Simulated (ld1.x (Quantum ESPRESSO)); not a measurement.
# Configuration tests for Pt (Z = 78) (TM)

```json
{
 "Element": "Pt (Z = 78)",
 "Generator": "ld1.x (Quantum ESPRESSO) 7.5",
 "Type": "norm-conserving Troullier–Martins (Kleinman–Bylander form)",
 "Functional": "LDA (PZ)",
 "Relativity": "scalar-relativistic",
 "Frozen core": "[Xe] 4f14",
 "Valence charge": "10",
 "Reference configuration": "5d7 6s0 6p0 (charge +3)",
 "Partial waves": "6s (bound, empty): rc 2.20 bohr; 6p (bound, empty): rc 1.95 bohr; 5d (bound): rc 2.00 bohr",
 "Local potential": "the d channel",
 "Core correction": "none"
}
```

Energies are relative to the spin-unpolarised reference configuration 5d7 6s0 6p0; without spin polarisation the order of configurations can differ from experiment. Spin-polarised rows fill each open shell by Hund’s rule, majority spin first.

```
       valence configuration  charge  ΔE all-electron (eV)  error AE − PS (meV)
                 5d9 6s1 6p0       0               -62.315                  +69
                 5d9 6s0 6p0      +1               -52.771                  -29
                 5d8 6s2 6p0       0               -61.385                 +134
             5d9.5 6s0.5 6p0       0               -62.401                  +21
                 5d6 6s0 6p0      +4                45.948                  -39
5d7 6s0 6p0 (spin-polarised)      +3                -1.387                +1071
5d9 6s1 6p0 (spin-polarised)       0               -62.695                 +174
```

**Question.** What are ΔE and the potential's error for 5d8 6s0 6p0?

**Answer.** ΔE = -32.512 eV all-electron; the error (AE − PS) is -8.7 meV.

**Question.** What are ΔE and the potential's error for 5d10 6s0 6p0?

**Answer.** ΔE = -62.262 eV all-electron; the error (AE − PS) is -33 meV.

Note: ghost states, extra bound levels that the all-electron valence spectrum of the same l lacks: s at -95.4 eV, p at -31.6 eV. A true bound ghost makes a file unfit for plane-wave use.
